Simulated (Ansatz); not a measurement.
Consider the adduct formation: CH₃NH₂ + `[F][Ga]([F])[F]` → `C[NH2+][Ga-]([F])([F])[F]`.

Gas-phase electronic energies from Ansatz, PBE0-D4/def2-TZVP geometries. CBS: MP2 limit from def2 TZ/QZ plus the TZ coupled-cluster correction, frozen cores. Functionals use def2-TZVPP. For Ga outer-core shells are correlated without core-valence functions, which leaves a few kJ/mol of doubt a bond. Scalar relativity is left out up to krypton. Each species was taken in one conformer, which may not be the lowest.

CCSD(T)/CBS gives -1.95 eV.

Problem. Another level gave -1.94 eV. Which?
A. RPA@PBE/def2-TZVPP
B. HF/def2-TZVPP
C. r2SCAN0/def2-TZVPP
D. CCSD/def2-TZVPP

Solution. C. r2SCAN0 -1.94, RPA@PBE/def2-TZVPP -1.83, CCSD/def2-TZVPP -1.90, HF/def2-TZVPP -1.74 eV.

Problem. What do rigid-rotor, harmonic-oscillator terms from PBE0-D4/def2-TZVP frequencies (298.15 K, 1 bar) make of the CCSD(T)/CBS value? (Best estimate.)

Solution. The calculation gave: ΔZPE = +0.11 eV, ΔH = -1.85 eV, ΔS = -138 J/(mol·K), ΔG = -1.42 eV. Modes under 50 cm⁻¹ make the entropy rough.

Largest T1 diagnostic among the species: 0.015.

Leaving LDA and LC-ωPBE aside and taking each functional with its dispersion term where it has one, the values, not all of them listed here, spread over 0.24 eV, from r2SCAN0-D4 to revPBE-D4. LDA lies −0.42 eV from PBE without D4. The D4 term adds −0.17 eV with B3LYP and −0.09 eV with PBE0; it sums over pairs of atoms, weighted by their polarisabilities, and B3LYP, whose exchange is more repulsive, gets the larger term. From PBE to PBE0 (25 % exact exchange), in def2-TZVPP and without D4, ΔE moves by −0.12 eV.

B3LYP here is the variant with VWN-RPA as its local correlation; programs differ in this.
